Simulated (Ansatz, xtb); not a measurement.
Diatomic CCl-, multiplicity 3 (lowest of 2S+1 = 1, 3, 5 at CCSD(T)/def2-TZVPP on PBE0 minima; our sources give no spin for the ground state, which may be another).

Constants: fifth-degree fit in 1/R to seven points, most abundant isotopes. In def2 and cc sets the state is the lowest found near the PBE0 minimum, followed along R.

Correlated levels freeze the cores. CBS(a, b) extrapolates the correlation energy as X⁻³ and adds the Hartree–Fock energy of set b.

The values were computed with Ansatz (a quantum-chemistry and plane-wave program) with Gaussian orbitals; xtb for the GFN methods. Values without a source in brackets are computed. The GFN methods have no spin term and hold the electronic entropy of 300 K.

```json
[
 {"level": "GFN2-xTB", "r_e (Å)": "1.925", "ω_e (cm⁻¹)": "?", "ω_e x_e (cm⁻¹)": "2.8"},
 {"level": "SVWN5/def2-TZVPP", "r_e (Å)": "1.816", "ω_e (cm⁻¹)": "562", "ω_e x_e (cm⁻¹)": "4.3"},
 {"level": "B97M-V/def2-TZVPP", "r_e (Å)": "1.872", "ω_e (cm⁻¹)": "482", "ω_e x_e (cm⁻¹)": "5.2"},
 {"level": "B3LYP/def2-TZVPP", "r_e (Å)": "1.895", "ω_e (cm⁻¹)": "469", "ω_e x_e (cm⁻¹)": "4.0"},
 {"level": "wB97X-V/def2-TZVPP", "r_e (Å)": "1.861", "ω_e (cm⁻¹)": "510", "ω_e x_e (cm⁻¹)": "4.7"},
 {"level": "CCSD/aug-cc-pV(Q+d)Z", "r_e (Å)": "1.867", "ω_e (cm⁻¹)": "489", "ω_e x_e (cm⁻¹)": "5.1"},
 {"level": "CCSD(T)/CBS(aug-cc-pV(T+d)Z, aug-cc-pV(Q+d)Z)", "r_e (Å)": "1.862", "ω_e (cm⁻¹)": "497", "ω_e x_e (cm⁻¹)": "4.5"},
 {"level": "CCSD(T)/CBS(def2-TZVPP, def2-QZVPP)", "r_e (Å)": "?", "ω_e (cm⁻¹)": "?", "ω_e x_e (cm⁻¹)": "4.5"}
]
```

Task: What belongs in the gaps?

Result: 
- CCSD(T)/CBS(def2-TZVPP, def2-QZVPP), r_e (Å): 1.874
- CCSD(T)/CBS(def2-TZVPP, def2-QZVPP), ω_e (cm⁻¹): 495
- GFN2-xTB, ω_e (cm⁻¹): 543
